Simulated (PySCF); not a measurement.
C₄H₂F₂O₂, SMILES FC1OCC(=O)C=1F.

Geometry optimised at B3LYP-D3(BJ)/def2-SVP. This is a generated structure with no PubChem entry under its InChIKey; it may be hypothetical. One conformer was computed; it need not be the lowest.

Two levels are set side by side: TDDFT-PBE/def2-SVPD (PySCF) and TDDFT-B3LYP/def2-SVPD (PySCF). Vertical, same geometry. The lowest singlet is HOMO→LUMO 100 % with PBE and HOMO−1→LUMO 99 % with the other functional; states are paired by order. Differences are taken from unrounded values.

```csv
quantity,TDDFT-PBE
lowest singlet excitation (eV),3.87
lowest triplet excitation (TDA) (eV),3.36
first bright state (f over 0.05) (eV),4.95
its oscillator strength,0.16
```

Problem. These are the TDDFT-PBE values. What does TDDFT-B3LYP give? (The exact figures need the calculation; the answer reports its results.)

Solution. 
| quantity | TDDFT-B3LYP | TDDFT-PBE minus TDDFT-B3LYP |
|---|---|---|
| lowest singlet excitation (eV) | 4.23 | -0.36 |
| lowest triplet excitation (TDA) (eV) | 3.46 | -0.10 |
| first bright state (f over 0.05) (eV) | 5.25 | -0.30 |
| its oscillator strength | 0.20 | -0.04 |

A lower first singlet is the usual sign of a functional without exact exchange. Differences between two approximate levels are no errors against the true value.

Rough cost on one machine, each run with all the roots and properties that it gave: TDDFT-B3LYP against TDDFT-PBE about 4 times.
